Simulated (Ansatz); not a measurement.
System: C$_{2}$H$_{5}$Si, charge 0, doublet. C2H5Si (SMILES [H]/[C]=C\[SiH3], doublet).
B3LYP-D3(BJ)/def2-TZVP minimum from Ansatz (a first-principles code):
```xyz
8

Si     0.9854     0.0771    -0.1344
C     -0.7943    -0.5170    -0.0334
C     -1.7582     0.2640     0.3650
H      1.0454     1.4912     0.2967
H      1.4870    -0.0423    -1.5248
H      1.8514    -0.7487     0.7415
H     -1.0062    -1.5481    -0.3207
H     -1.8583     1.2868     0.6998
```
Charge 0, spin multiplicity 2.

Total energies in cc-pV(D+d)Z, 17 correlated electrons, 7 frozen orbitals. Open shells are spin-unrestricted; no spin-orbit coupling. Correlated methods leave the cores frozen. No relativity. The UHF reference of C2H5Si ([H]/[C]=C\[SiH3], doublet) is spin-contaminated (<S^2> up to 0.17 over the pure value in the sets run).

| method | program | energy (Eh) | minus CCSDT(Q) (mEh) |
|---|---|---|---|
| HF | Ansatz | -367.50295 | 401.75 |
| MP2 | Ansatz | -367.83365 | 71.06 |
| CCSD | Ansatz | -367.88945 | 15.25 |
| CCSD(T) | Ansatz | -367.90214 | 2.56 |
| CCSDT(Q) | Ansatz | -367.90471 | 0.00 |

Rough core times of Ansatz's runs on a shared machine: CCSD(T) under 20 s, CCSDT(Q) 10 min.
